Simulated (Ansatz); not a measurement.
`CC(C)Cc1ccccc1` and `C[O][Zr]([OH])([Cl])[c]1ccccc1` differ in one atom or group.

Ansatz, PBE0-D4/def2-TZVP geometries, multiplicity 1. Each molecule was computed in one conformer, which needn't be the lowest.

Elements past krypton have def2 core potentials.

```
                                          property  `CC(C)Cc1ccccc1`
           HOMO–LUMO gap (ωB97M-V/def2-TZVPP) / eV             10.82
              HOMO–LUMO gap (PBE0/def2-TZVPP) / eV              6.77
    size of the dipole moment (PBE/def2-TZVPP) / D              0.35
size of the dipole moment (ωB97M-V/def2-TZVPP) / D              0.32
  size of the dipole moment (B3LYP/def2-TZVPP) / D              0.33
               HOMO energy (B3LYP/def2-TZVPP) / eV             -6.72
```

**Question.** Give the same properties after the change, and the shifts. (Best estimate.)

**Answer.** Ansatz gave: 
| property | `C[O][Zr]([OH])([Cl])[c]1ccccc1` | shift |
| --- | --- | --- |
| HOMO–LUMO gap (ωB97M-V/def2-TZVPP) / eV | 9.85 | -0.97 |
| HOMO–LUMO gap (PBE0/def2-TZVPP) / eV | 5.86 | -0.91 |
| size of the dipole moment (PBE/def2-TZVPP) / D | 3.38 | 3.03 |
| size of the dipole moment (ωB97M-V/def2-TZVPP) / D | 3.40 | 3.08 |
| size of the dipole moment (B3LYP/def2-TZVPP) / D | 3.38 | 3.05 |
| HOMO energy (B3LYP/def2-TZVPP) / eV | -6.97 | -0.25 |

With PBE0 the HOMO falls by 0.26 eV and the LUMO falls by 1.17 eV, so the gap narrows by about 0.91 eV. PBE moves the HOMO by -0.12 eV and ωB97M-V by -0.22 eV. Dipoles are sizes alone; their direction can turn.

B3LYP here is the variant with VWN-RPA as its local correlation; programs differ in this.
